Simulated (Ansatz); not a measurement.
Diatomic LiP, multiplicity 3 (lowest of 2S+1 = 1, 3, 5 at CCSD(T)/def2-TZVPP on PBE0 minima; our sources give no spin for the ground state, which may be another).

The constants come from a fifth-degree fit in 1/R (seven points, main isotopes). Runs in def2 and cc sets follow the lowest solution found near the PBE0 minimum.

Correlated levels freeze the cores.

Programs: Ansatz (a first-principles code). Values without a source in brackets are computed.

Energies at CCSD/aug-cc-pV(Q+d)Z:

```tsv
R (Å)	E (hartree)
2.158723	-348.31549750
2.216753	-348.31765076
2.270141	-348.31879526
2.330492	-348.31928754
2.390843	-348.31907758
2.460480	-348.31813145
2.541722	-348.31628225
```

### Question
With a reduced mass of 5.7203 u, find the minimum, the force constant and the constants.

### Answer
A fifth-degree polynomial in 1/R puts the minimum at r_e = 2.3408 Å with force constant 81.0 N/m. Then ω_e = (1/2πc)√(k/μ) = 490 cm⁻¹ and B_e = h/(8π²cμr_e²) = 0.5378 cm⁻¹; the cubic and quartic terms give α_e = 0.0057 and ω_e x_e = 3.3 cm⁻¹.
